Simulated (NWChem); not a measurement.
# C₄H₆O; SMILES C(=C=C)OC

```xyz
11

C      0.3980    -2.1811     0.0000
C     -0.2549    -1.0467     0.0000
C     -0.9562     0.0653     0.0000
O     -0.4863     1.3489     0.0000
C      0.9281     1.4837     0.0000
H      0.6867    -2.6835     0.9242
H      0.6867    -2.6835    -0.9242
H     -2.0432     0.0554     0.0000
H      1.1333     2.5558     0.0000
H      1.3684     1.0187     0.8918
H      1.3684     1.0187    -0.8918
```
Atoms are numbered in this order, from 1.

Program: NWChem. Medium grid unless said otherwise, to which SCAN and Minnesota functionals are sensitive. Coordinates come from a B3LYP/6-31G* (spherical d) optimisation. Total energies of different functionals are on different scales.

```csv
level,energy (Ha),highest occupied level (eV),orbital gap (eV),dipole (D)
PBE/def2-SVP,-230.7146,-5.16,4.12,1.04
B3LYP/def2-SVP,-231.0067,-6.19,5.98,1.09
M06-2X/def2-SVP,-230.8920,-7.69,8.60,1.20
r2SCAN/def2-SVP,-230.8633,-5.43,4.56,1.12
Hartree-Fock/def2-SVP,-229.5659,-9.34,13.36,1.31
TPSSh/def2-SVP,-231.0210,-5.72,5.27,1.10
```
